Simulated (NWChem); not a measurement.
System: InI₂Cl; SMILES [Cl][In]([I])[I]

Computed with NWChem. Geometry: optimised at PBE0/def2-SVP. def2 effective core potentials on In, I; no spin-orbit coupling. Vertical excitations in the gas phase; the lowest state need not have the same character in each row.

For level PBE/def2-SVP, TDA:

```yaml
lowest excitation, singlet (eV): 3.17
orbital gap (eV): 2.98
```

Task: What are these values for level LDA (Slater exchange, VWN5)/def2-SVP, TDA?

Result: 
- lowest excitation, singlet (eV) = 3.05
- orbital gap (eV) = 2.85
